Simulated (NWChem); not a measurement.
C$_{3}$H$_{2}$F$_{3}$ cation

```xyz
8

C     -1.2551    -1.4034     0.0000
C     -0.0500    -0.7562     0.0000
F      1.1138    -1.3673     0.0000
C      0.0260     0.6788     0.0000
F     -1.0053     1.4239     0.0000
F      1.1407     1.2798     0.0000
H     -2.2047    -0.8450     0.0000
H     -1.2795    -2.5068     0.0000
```
Atoms are numbered in this order, from 1.

Program: NWChem. Pople sets run with spherical d functions. The geometry was optimised at PBE-D3(BJ)/def2-SVP. B3LYP is NWChem's, with the RPA form of VWN correlation. Atomic charges in e: unrestrained fits to the electrostatic potential beside Mulliken populations; buried atoms are poorly determined by the fit.

For level Hartree-Fock/6-31G*:

| Quantity | Result |
|---|---|
| Mulliken C1 | -0.28 |
| Mulliken C2 | 0.37 |
| Mulliken F3 | -0.36 |
| ESP C4 | 0.76 |
| Mulliken C4 | 1.06 |
| Mulliken F5 | -0.25 |

Q: What are these values for level B3LYP/def2-SVP?

A: 
- Mulliken C1 = 0.10
- Mulliken C2 = 0.13
- Mulliken F3 = -0.10
- ESP C4 = 0.64
- Mulliken C4 = 0.50
- Mulliken F5 = 0.02
